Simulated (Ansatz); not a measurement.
The same molecule with X = F, Cl, Br. Ansatz, PBE0-D4/def2-TZVP geometries, multiplicity 1. Each molecule was computed in one conformer, which needn't be the lowest.

Scalar relativity is left out up to krypton.

| X | molecule | mean X–B bond length / Å | HOMO–LUMO gap (PBE0/def2-TZVPP) / eV | HOMO–LUMO gap (B3LYP/def2-TZVPP) / eV | HOMO energy (PBE/def2-TZVPP) / eV |
| --- | --- | --- | --- | --- | --- |
| F | `OCBF` | 1.328 | 7.35 | 6.82 | -6.43 |
| Cl | `OCBCl` | 1.749 | 6.65 | 6.17 | -6.45 |

Give the row for X = Br, `OCBBr`. (An estimate is asked.)

The calculation gave: 
```csv
X,molecule,mean X–B bond length / Å,HOMO–LUMO gap (PBE0/def2-TZVPP) / eV,HOMO–LUMO gap (B3LYP/def2-TZVPP) / eV,HOMO energy (PBE/def2-TZVPP) / eV
Br,`OCBBr`,1.910,6.49,6.03,-6.47
```

From F to Br the mean X–B bond length rises at each step, by 0.582 Å in all; the HOMO–LUMO gap (PBE0/def2-TZVPP) falls at each step, by 0.86 eV in all; the HOMO–LUMO gap (B3LYP/def2-TZVPP) falls at each step, by 0.79 eV in all; the HOMO energy (PBE/def2-TZVPP) hardly changes. Bonds lengthen as the atom grows down the group.

B3LYP here is the variant with VWN-RPA as its local correlation; programs differ in this.

Spin–orbit coupling is left out; it splits and shifts lone-pair levels of the heavy atoms by tenths of an eV.
